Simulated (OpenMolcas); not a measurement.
**OpenMolcas run: Ba I**

Input:

```
&GATEWAY
Coord
1

Ba 0.0 0.0 0.0
Basis=ANO-R1
Group=XYZ
NoMove
AngMom=0.0 0.0 0.0
AMFI
&SEWARD
&RASSCF
FileOrb=start.orb
Symmetry=1
Spin=3
nActEl=2 0 0
Inactive=15 12
Ras2=1 3
CIRoot=3 3 1
SDav=3
CIMx=300
Iter=120 100
PrWF=0.3
OrbListing=Nothing
MaxOrb=0
Atom
>>> COPY $Project.JobIph JOB001
&RASSCF
FileOrb=start.orb
Symmetry=1
Spin=1
nActEl=2 0 0
Inactive=15 12
Ras2=1 3
CIRoot=7 7 1
SDav=7
CIMx=300
Iter=120 100
PrWF=0.3
OrbListing=Nothing
MaxOrb=0
Atom
CIOnly
>>> COPY $Project.JobIph JOB002
&RASSCF
FileOrb=start.orb
Symmetry=2
Spin=3
nActEl=2 0 0
Inactive=15 12
Ras2=1 3
CIRoot=3 3 1
SDav=3
CIMx=300
Iter=120 100
PrWF=0.3
OrbListing=Nothing
MaxOrb=0
Atom
>>> COPY $Project.JobIph JOB003
&RASSCF
FileOrb=start.orb
Symmetry=2
Spin=1
nActEl=2 0 0
Inactive=15 12
Ras2=1 3
CIRoot=3 3 1
SDav=3
CIMx=300
Iter=120 100
PrWF=0.3
OrbListing=Nothing
MaxOrb=0
Atom
CIOnly
>>> COPY $Project.JobIph JOB004
&RASSI
NrOfJobIphs=2 1 3
1
1 2 3
IphNames
JOB002
JOB003
EJob
SpinOrbit
DIPRint=1.0
SOCoupling=1000.0
Subsets=2
MEES
Property=10
'ANGMOM' 1 'ANGMOM' 2 'ANGMOM' 3 'MLTPL  1' 1 'MLTPL  1' 2 'MLTPL  1' 3
'AMFI' 1 'AMFI' 2 'AMFI' 3 'MLTPL  2' 6
SOProperty=3
'ANGMOM' 1 'ANGMOM' 2 'ANGMOM' 3
```

Launched by
```bash
OMP_NUM_THREADS=1 MOLCAS_MEM=2252 MOLCAS_PROJECT=a pymolcas a.inp > a.log  # once for each step of the input, in one work folder
```

A driver script runs the steps one by one and writes start.orb anew before each from the orbitals found so far, so a CI-only block uses the converged orbitals of the first block.

Output, cut to the results:

```
--- SEWARD ---
Basis set label: BA.ANO-R...7S6P3D1F.

      Electronic valence basis set:
      ------------------
      Associated Effective Charge  56.000000 au
      Associated Actual Charge     56.000000 au
      Nuclear Model: Finite nucleus - Gaussian distribution
        Gaussian exponent, Xi/bohr**(-2):  1.75650E+08

      Shell  nPrim  nBasis  Cartesian Spherical Contaminant
         s      24       7        X
         p      18       6        X
         d      12       3                 X
         f       6       1                 X
                  Relativistic X2C integrals
                  Atomic mean-field integrals
--- RASSCF ---
Wave function specifications:
      -----------------------------

      Number of closed shell electrons          54
      Number of electrons in active shells       2
      Max number of holes in RAS1 space          0
      Max nr of electrons in RAS3 space          0
      Number of inactive orbitals               27
      Number of active orbitals                  4
      Number of secondary orbitals              16
      Spin quantum number                      1.0
      State symmetry                             1
Orbital specifications:
      -----------------------

      Symmetry species                           1   2
                                                ag  au
      Frozen orbitals                            0   0
      Inactive orbitals                         15  12
      Active orbitals                            1   3
      RAS1 orbitals                              0   0
      RAS2 orbitals                              1   3
      RAS3 orbitals                              0   0
      Secondary orbitals                         6  10
      Deleted orbitals                           0   0
      Number of basis functions                 22  25
      Number of CSFs                             3
      Number of root(s) required                 3
      Iter CI   SX   CI       RASSCF       Energy    max ROT     max BLB   max BLB  Level Ln srch  Step   QN
          iter iter root      energy       change     param      element    value   shift minimum  type update
 Nr of preliminary CI iterations:   1
 ###############################################################################
 ###############################################################################
 ###                                                                         ###
 ###                                                                         ###
 ###    WARNING: Problems in orbital optimization.                           ###
 ###                                                                         ###
 ###                                                                         ###
 ###############################################################################
 ###############################################################################
  Warning: In symmetry  1, orbital p=  16 has diagonal density matrix element D(p,p) close to zero. D(p,p)=  0.000000E+00
      Total energies have been shifted. Add                -8000.00 au
        ...
 ###############################################################################
 ###############################################################################
  Warning: In symmetry  1, orbital p=  16 has diagonal density matrix element D(p,p) close to zero. D(p,p)=  0.000000E+00
        4   1    1    0  -131.46333828    2.18E-11   0.00E+00   15  16 1 -5.52E-08   0.50   0.00    SX    NO
      Convergence after  4 iterations
        5   1    1    0  -131.46333828   -8.19E-12   0.00E+00   15  16 1 -5.52E-08   0.50   0.00    SX    NO
      Natural orbitals and occupation numbers for root  1
      sym 1:   0.000000
      sym 2:   1.000000   0.000000   1.000000
      Natural orbitals and occupation numbers for root  2
      sym 1:   0.000000
      sym 2:   1.000000   1.000000   0.000000
      Natural orbitals and occupation numbers for root  3
      sym 1:   0.000000
      sym 2:   0.000000   1.000000   1.000000
::    RASSCF root number  1 Total energy:  -8131.46333828
::    RASSCF root number  2 Total energy:  -8131.46333828
::    RASSCF root number  3 Total energy:  -8131.46333828
--- RASSCF ---
Wave function specifications:
      -----------------------------

      Number of closed shell electrons          54
      Number of electrons in active shells       2
      Max number of holes in RAS1 space          0
...
--- RASSI ---
SPIN-FREE ENERGIES:
  (Shifted by EMIN (a.u.) =      -8131.6744133274)

 SF State       Relative EMIN(au)   Rel lowest level(eV)    D:o, cm**(-1)      L_eff

     1             0.0000000000        0.0000000000              0.0000         0.0
     2             0.0828135422        2.2534712831          18175.4716         1.0
     3             0.0828135422        2.2534712831          18175.4716         1.0
     4             0.0828135422        2.2534712831          18175.4716         1.0
     Dipole printing threshold changed to   1.00000000E+00

++ Dipole transition strengths (spin-free states):
   -----------------------------------------------
     for osc. strength at least  1.00000000E+00

  ( Max oscillator strength is only    0.0000000000000000      )
--
Eigenvalues of complex Hamiltonian:
   -----------------------------------
  (Shifted by EMIN (a.u.) =      -8131.6744133274)

 SO State       Relative EMIN(au)   Rel lowest level(eV)    D:o, cm**(-1)     J-value

     1             0.0000000000        0.0000000000              0.0000         0.0
     2             0.0786941743        2.1413775719          17271.3749        -0.0
     3             0.0807538582        2.1974244275          17723.4233         0.9
     4             0.0807538582        2.1974244275          17723.4233         0.6
     5             0.0807538582        2.1974244275          17723.4233         0.7
     6             0.0848732261        2.3095181387          18627.5200         1.2
     7             0.0848732261        2.3095181387          18627.5200         1.8
     8             0.0848732261        2.3095181387          18627.5200         1.1
     9             0.0848732261        2.3095181387          18627.5200         1.8
    10             0.0848732261        2.3095181387          18627.5200         1.8
Weights of the five most important spin-orbit-free states for each spin-orbit state.

...
```

The J values that RASSI prints are effective ones from its own formula and need not be integers or half-integers; the table below assigns J from the states.

Levels above the lowest, from the spin-orbit matrix, grouped by J:

```json
{"Configuration": "6s2", "Term": "1S", "J": "0", "E (cm-1)": "0.0", "Measured (cm-1)": "0.0", "g": "", "Term weight %": "100"}
{"Configuration": "6s 6p", "Term": "3P*", "J": "0", "E (cm-1)": "17271", "Measured (cm-1)": "12266", "g": "", "Term weight %": "100"}
{"Configuration": "6s 6p", "Term": "3P*", "J": "1", "E (cm-1)": "17723", "Measured (cm-1)": "12637", "g": "1.501", "Term weight %": "100"}
{"Configuration": "6s 6p", "Term": "3P*", "J": "2", "E (cm-1)": "18628", "Measured (cm-1)": "13515", "g": "1.501", "Term weight %": "100"}
```

Against the 3 measured excited levels shown (NIST Handbook of Basic Atomic Spectroscopic Data) the mean absolute deviation is 5100 cm-1; the largest miss in energy is 6s 6p 3P* 2: computed 18628, measured 13515 cm-1 (+37.8 %).

Some high roots are left out of the spin-orbit mixing, which shifts the levels that they would mix with. Terms from blocks run as CI alone lack orbitals of their own. The ANO-R sets hold no well-fitted valence p shell for this element, so s → p excitations can come out far too high. Computed and measured levels are paired by configuration, term and J; levels that our copy of the source lacks, or whose pairing is in doubt (as where it misses far off the trend of its configuration), stay unpaired and out of the deviations. Levels of configurations outside the active space are missing. The first state left out of the spin-orbit step lies near 37000 cm-1 above the lowest spin-free state of the reference (among the parities and spins computed), and the list stops at four fifths of that energy or lower.

The term weight is that of the spin-free term in the level, not the purity of its configuration. * marks odd parity.
